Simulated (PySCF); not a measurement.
dimethoxyethane (C4H10O2), SMILES COCCOC.

Geometry optimised at PBE-D3(BJ)/def2-SVP. The values are those of a single conformer.

Computed with PBE/def2-TZVP (PySCF).

Estimate the frontier levels, gap, dipole moment and polarisability. (The exact figures need the calculation; the answer reports its results.)


```yaml
highest_occupied_level: -5.70 eV
lowest_empty_level: 0.48 eV
orbital_gap: 6.18 eV
dipole_moment: 1.17 D
quadrupole, principal values (traceless, Buckingham form, about the centre of nuclear charge): -4.75, -2.16, 6.91 D·Å
mean_static_polarisability: 65.0 bohr³ (9.63 Å³)
polarisability_principal_values: 56.6, 60.8, 77.5 bohr³
```
